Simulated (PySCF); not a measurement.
# Correlation energy of Li⁻ (lithium, charge -1)

[He] 2s2, closed-shell 1S. Computed with PySCF 2.14 in aug-cc-pCVDZ, with the non-relativistic Hamiltonian (point nucleus). Frozen: 1s2; 2 electrons correlated.

With two correlated electrons CCSD is exact within the correlated space (frozen core and kept virtual orbitals).

```tsv
level	correlation energy (mhartree)
CCSD	-26.99
```

Diagnostics: T1 = 0.048, D1 = 0.0685, largest double amplitude 0.162.

T1 exceeds 0.03, a sign that the reference determinant is poor. A double-excitation amplitude exceeds 0.15, a sign of near-degeneracy.

Cost of the coupled-cluster step: of the order of 0.12 core-seconds, for 2 correlated electrons.
